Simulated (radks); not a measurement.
Values are calculated unless marked as measured or tabulated.
Al II, 12 electrons, occupied as [Ne] 3s2. Code: a radial shooting solver on a logarithmic mesh with Libxc functionals. Model: non-relativistic Kohn-Sham, PBE, spin-polarised, spherical densities, point nucleus.

Unscreened Slater integrals over Kohn-Sham orbitals (cm^-1). They are taken over the spin-up orbitals. Empty in this configuration: 3p.

integral     value
F0(3s,3s)    83164
F0(3s,2p)   110540
G1(3s,2p)   7223.4
F0(3s,2s)   110090
G0(3s,2s)   5692.9
F0(3s,1s)   119130
G0(3s,1s)   2592.9
F0(3s,3p)    74580
G1(3s,3p)    48432
F0(2p,2p)   335700
F2(2p,2p)   152920
F0(2p,2s)   324510
G1(2p,2s)   194310
F0(2p,1s)   476670
G1(2p,1s)    61747
F0(2p,3p)    92914
F2(2p,3p)    12861
G0(2p,3p)   5264.7
G2(2p,3p)   4977.2
F0(2s,2s)   317620
F0(2s,1s)   450150
G0(2s,1s)    35254
F0(2s,3p)    92390
G1(2s,3p)   4149.5
F0(1s,1s)  1713900
F0(1s,3p)    99611
G1(1s,3p)   3294.8
F0(3p,3p)    68290
F2(3p,3p)    34822
